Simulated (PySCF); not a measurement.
I⁺: ionisation energy

I⁺ [Kr] 4d10 5s2 5p4 (3P) → I²⁺ [Kr] 4d10 5s2 5p3 (4S), as a difference of total energies. Calculation: PySCF 2.14, in aug-cc-pVDZ-PP with ECP28MDF (5s4p3d, 32 functions); scalar relativity through the core potential. Correlated levels: valence: 4s2 4p6 4d10 frozen. The calculations carry no spin-orbit coupling.

```tsv
method	ionisation energy (eV)
UHF	17.602
TPSS	18.653
M06-L	18.488
MP2 (valence)	17.985
SCS-MP2 (valence)	17.994
CCSD (valence)	18.020
CCSD(T) (valence)	18.031
```

**Question.** How much does correlation contribute at CCSD(T) (valence)?

**Answer.** 18.031 − (17.602) = 0.429 eV, measured against UHF.

Errors of the correlated levels include the incompleteness of this basis and the frozen core.

For comparison: 18.750 eV (measured; NIST levels, between the centres of gravity of the two terms).
